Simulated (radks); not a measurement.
Values are calculated unless marked as measured or tabulated.
The tellurium anion Te2-, [Xe], held by a Watson sphere: a shell of charge +2 at radius R that stands for the Madelung well of a crystal (potential energy -2/R inside, -2/r outside, in hartree with lengths in bohr). Code: a radial shooting solver on a logarithmic mesh with Libxc functionals. Model: scalar-relativistic Kohn-Sham, LDA (Slater exchange, Perdew-Wang correlation), spin-polarised, spherical densities, finite nucleus; Fermi nuclear charge, rms radius of each element as measured or else 0.836 A^(1/3) + 0.57 fm. Response by self-consistent Sternheimer equations with the Hartree and adiabatic LDA kernel, the relativistic mass of each level held fixed and spin-orbit coupling left out. The sphere does not respond.

R (bohr)  e(4d) (eV)  e(5s) (eV)  e(5p) (eV)  <r> 5p (bohr)  sum of <r^2> (bohr^2)  X-ray form factor at sin(theta)/lambda = 0.3 1/angstrom  alpha (bohr^3)
2.51         -40.939     -16.369      -7.394          2.628                  76.98                                                   35.911           43.16
3.11         -39.969     -15.065      -6.541          2.782                  83.46                                                   35.973           56.83
3.41         -39.621     -14.509      -6.099          2.853                  86.61                                                   36.000           65.47
3.49         -39.534     -14.371      -5.982          2.871                  87.43                                                   36.006           67.98
4.67         -38.409     -12.727      -4.429          3.099                  98.71                                                   36.050           116.2
5.04         -38.101     -12.332      -4.019          3.157                  102.0                                                   36.054           136.2

Estimate the row for R = 4.54 bohr.

Answer. e(4d) (eV) -38.523; e(5s) (eV) -12.878; e(5p) (eV) -4.582; <r> 5p (bohr) 3.077; sum of <r^2> (bohr^2) 97.54; X-ray form factor at sin(theta)/lambda = 0.3 1/angstrom 36.048; alpha (bohr^3) 109.8.
